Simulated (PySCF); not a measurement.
## Fe⁸⁺: ionisation energy

Fe⁸⁺ [Ar] (1S) → Fe⁹⁺ [Ne] 3s2 3p5 (2P), as a difference of total energies. All numbers are calculated (PySCF 2.14, the spin-free X2C one-electron Hamiltonian (Gaussian nucleus), in an even-tempered Gaussian basis (19 s from 0.4 bohr⁻², ratio 2.5; 12 p from 0.52 bohr⁻², ratio 2.5; 5 d from 4.4 bohr⁻², ratio 2.7; 4 f from 6.5 bohr⁻², ratio 2.7)). Correlated levels: outer shells: 1s2 frozen; virtual orbitals above 40 to 60 times the deepest correlated orbital energy dropped. The calculations carry no spin-orbit coupling.

```tsv
method	ionisation energy (eV)
UHF	232.98
LDA	234.43
PBE	234.17
PBE0	234.30
r2SCAN	234.53
TPSSh	234.30
B2PLYP	234.07
MP2 (outer shells)	233.85
SCS-MP2 (outer shells)	233.73
```

Q: How much does correlation contribute at MP2 (outer shells)?

A: 233.85 − (232.98) = 0.87 eV, measured against UHF.

A first-order spin-orbit estimate (lowest level to lowest level, LS coupling) adds -0.625 eV.

For comparison: 233.6 ± 0.4 eV (semi-empirical (NIST evaluation); NIST Atomic Spectra Database, ionization energies).
